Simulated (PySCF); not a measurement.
Relaxation of singlet GeF₃⁺

These are results of PBE0/[Ge def2-TZVP, F def2-TZVP], no relativity, density fitting, PySCF, not measurements. A (50,194) grid was used.

A hand-made trigonal planar start, of D3h symmetry, held to at least that symmetry:

```xyz
4
charge 1 multiplicity 1, angstrom
Ge    0.0000    0.0000    0.0000
F     1.8130    0.0000    0.0000
F    -0.9065    1.5701    0.0000
F    -0.9065   -1.5701    0.0000
```

Q: What does it relax to?

A: It ends at D3h with Ge–F 1.649 Å (×3); F–Ge–F 120.0° (×3). A frequency run shows a minimum.

Q: How much energy is released, and in how many steps?

A: 121.6 kJ/mol in 3 steps.

The relaxation took roughly 26 core-seconds on a shared host.
